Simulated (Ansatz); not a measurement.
The same path of C2H8BOPSi (14 atoms, charge 0, multiplicity 1) was run 3 times with different band settings. The coordinate that changes most is the height of P1 over the plane of its neighbours.

The calculation used RKS B3LYP-D4/STO-3G (Ansatz).

Relaxed end points:

```xyz
14
Properties=species:S:1:pos:R:3
P -0.784 -2.588 -0.224
B -0.241 -0.826 -0.095
C 1.186 -0.301 -0.573
O 1.171 1.125 -1.013
C 0.327 1.888 -0.053
Si -1.195 0.823 0.363
H -1.474 -2.711 0.993
H 0.389 -3.234 0.200
H 1.639 -0.866 -1.415
H 1.894 -0.426 0.290
H 0.910 2.129 0.865
H 0.102 2.849 -0.553
H -2.316 1.144 -0.494
H -1.622 0.963 1.739
```

```xyz
14
Properties=species:S:1:pos:R:3
P -0.447 -2.595 0.608
B -0.146 -0.834 0.129
C 1.239 -0.299 -0.455
O 1.144 1.078 -1.022
C 0.306 1.894 -0.103
Si -1.151 0.813 0.474
H -1.793 -2.710 0.227
H 0.084 -3.244 -0.519
H 1.680 -0.919 -1.262
H 1.986 -0.318 0.383
H 0.912 2.241 0.765
H 0.023 2.795 -0.679
H -2.315 1.004 -0.365
H -1.535 1.065 1.847
```

Common settings: spring 5.0 eV/Å²; optimiser quadratic models (default); start path IDPP; force threshold 0.05 eV/Å; end points relaxed.

| run | movable images | climbing image | iteration limit |
| --- | --- | --- | --- |
| 1 | 9 | yes | 44 |
| 2 | 1 | yes | 60 |
| 3 | 4 | no | 60 |

Task: What does each run give, and how far can it be trusted?

Result: Run 1: converged after 5 iterations, highest image 0.538 eV above the first end. A vibrational analysis at the climbing image gives one clearly imaginary mode, 521i cm⁻¹: a first-order saddle point.
Run 2: converged after 5 iterations, highest image 0.538 eV above the first end. Another band between the same ends (9 images) ends at a top of the same energy, where a vibrational analysis finds 1 clearly imaginary mode. So few images can step over the top or miss a turn of the path.
Run 3: converged after 5 iterations, highest image 0.477 eV above the first end. No image climbed, so the highest image needn't sit at the top of the path.
Limits of this set-up: minimal basis.
